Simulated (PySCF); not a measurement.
Shapes and spin states of Al₄⁺

All numbers come from PBE0/[Al def2-TZVP], no relativity, density fitting, PySCF.

Relaxations began from a few typed shapes and spin states; open shells are unrestricted. The search is not exhaustive: other isomers or separated fragments can lie lower, and high-lying points may rest on an excited occupation.

**Question.** Which is the lowest minimum found?
A. broken-symmetry Ms = 1/2 (⟨S²⟩ 1.60) D4h: Al–Al 2.711 Å (×4); Al–Al–Al 90.0° (×4)
B. quartet D4h: Al–Al 2.717 Å (×4); Al–Al–Al 90.0° (×4)
C. doublet D2h: Al–Al 2.603 Å, Al–Al 2.614 Å (×4); Al–Al–Al 59.7° (×2), Al–Al–Al 60.1° (×4), Al–Al–Al 120.3° (×2)
D. broken-symmetry Ms = 1/2 (⟨S²⟩ 1.64) C2h: Al–Al 2.632 Å (×2), Al–Al 2.746 Å (×2), Al–Al 3.091 Å; Al–Al–Al 53.2° (×2), Al–Al–Al 56.7° (×2), Al–Al–Al 70.1° (×2), Al–Al–Al 109.9° (×2)
E. broken-symmetry Ms = 1/2 (⟨S²⟩ 1.63) Cs: Al–Al 2.568 Å, Al–Al 2.615 Å (×2), Al–Al 2.940 Å (×2), Al–Al 3.012 Å; Al–Al–Al 54.8° (×4), Al–Al–Al 56.2° (×2), Al–Al–Al 59.2° (×2), Al–Al–Al 61.6°, Al–Al–Al 69.1° (×2)
F. quartet D2h: Al–Al 2.686 Å (×4), Al–Al 3.104 Å; Al–Al–Al 54.7° (×4), Al–Al–Al 70.6° (×2), Al–Al–Al 109.4° (×2)
G. broken-symmetry Ms = 1/2 (⟨S²⟩ 1.56) C2v: Al–Al 2.541 Å, Al–Al 2.727 Å (×4), Al–Al 3.118 Å; Al–Al–Al 55.1° (×4), Al–Al–Al 55.5° (×2), Al–Al–Al 62.2° (×4), Al–Al–Al 69.7° (×2)
H. quartet C3v: Al–Al 2.607 Å (×3), Al–Al 3.037 Å (×3); Al–Al–Al 54.4° (×6), Al–Al–Al 60.0° (×3), Al–Al–Al 71.3° (×3)

**Answer.** H. The others lie at 3.0 (broken-symmetry Ms = 1/2 Cs), 4.4 (quartet D2h), 6.0 (broken-symmetry Ms = 1/2 C2v, a saddle point), 15.0 (quartet D4h, a saddle point), 15.6 (broken-symmetry Ms = 1/2 C2h), 20.4 (doublet D2h), 21.8 (broken-symmetry Ms = 1/2 D4h, a saddle point) kJ/mol above it.

The electron or spin density has lower symmetry than the nuclear frame for the broken-symmetry Ms = 1/2 (⟨S²⟩ 1.60) D4h at 21.8 kJ/mol.
